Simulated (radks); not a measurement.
The mean radii <r> (bohr) of the occupied orbitals of an atom or ion are listed with their occupations. All-electron calculation, non-relativistic Kohn-Sham, PBE, spin-polarised, spherical densities, point nucleus. Program: a radial shooting solver on a logarithmic mesh with Libxc functionals.

orbital  occ.      <r>
1s          2  0.01892
2s          2  0.07966
2p          6  0.06730
3s          2   0.2008
3p          6   0.1912
3d         10   0.1669
4s          2   0.4411
4p          6   0.4447
4d         10   0.4515
4f         14   0.4714
5s          2    1.001
5p          6    1.084
5d         10    1.421

Name the element and its charge. Open shells, if any, are filled with parallel spins first.

Answer. Z = 80, mercury, charge +2: Hg2+ in [Xe] 4f14 5d10. The 1s radius gives Z: for a bare nucleus <r> = 1.5/Z, 0.01875 bohr for Z = 80, and screening makes it slightly larger (0.01892 here). The occupations add up to 78, and the charge is Z minus that.
